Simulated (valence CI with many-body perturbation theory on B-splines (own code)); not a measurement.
# Missing levels of Dy27+

Level of theory: relativistic CI+MBPT: three valence electrons over a frozen Dirac-Fock core [Kr], radial functions for each j: 9 s, 9 p, 10 d, 8 f, 5 g, 3 h, 1 i, with the one-electron correlation potential Σ1 (screened to all orders), the two-electron term Σ2, the three-electron term Σ3, Breit, model QED; selected single and double excitations, second order for the rest (own B-spline code, finite nucleus).

No measured spectrum was set against this ion. As an estimate, large intervals hold to a few tenths of a per cent, small ones and those within an open d or f shell to about a per cent. Only levels of the ground parity were solved; by the run's estimate the other parity begins above the list, which can be wrong where configurations are misplaced.

| Level | E (eV) |
| --- | --- |
| (4d3/2^3) J=3/2 | 0.000 |
| (4d3/2^2 4d5/2) J=5/2 [a] | ? |
| (4d3/2^2 4d5/2) J=3/2 | 9.271 |
| (4d3/2^2 4d5/2) J=7/2 | 9.809 |
| (4d3/2^2 4d5/2) J=9/2 | 10.431 |
| (4d3/2^2 4d5/2) J=1/2 | 10.701 |
| (4d3/2^2 4d5/2) J=5/2 [b] | 16.132 |
| (4d3/2 4d5/2^2) J=7/2 [a] | ? |
| (4d3/2 4d5/2^2) J=9/2 | 18.231 |
| (4d3/2 4d5/2^2) J=3/2 [a] | ? |
| (4d3/2 4d5/2^2) J=1/2 | 20.618 |
| (4d3/2 4d5/2^2) J=11/2 | 21.382 |
| (4d3/2 4d5/2^2) J=5/2 [a] | 22.042 |
| (4d3/2 4d5/2^2) J=5/2 [b] | 23.339 |
| (4d3/2 4d5/2^2) J=7/2 [b] | ? |
| (4d5/2^3) J=9/2 | ? |
| (4d3/2 4d5/2^2) J=3/2 [b] | ? |
| (4d5/2^3) J=3/2 | 33.501 |
| (4d5/2^3) J=5/2 | 36.034 |

Levels are named by their leading jj configuration (3d3/2^4 stands for four electrons in 3d with j = 3/2), which in mixed levels can hold well under half, so a name can repeat and another be missing. Letters in brackets count levels of one name in rising energy.

Task: The levels stand in rising order. What does the calculation give for the missing energies?

Result: (4d3/2^2 4d5/2) J=5/2 [a] 6.987; (4d3/2 4d5/2^2) J=7/2 [a] 17.186; (4d3/2 4d5/2^2) J=3/2 [a] 19.781; (4d3/2 4d5/2^2) J=7/2 [b] 24.230; (4d5/2^3) J=9/2 28.056; (4d3/2 4d5/2^2) J=3/2 [b] 28.391.
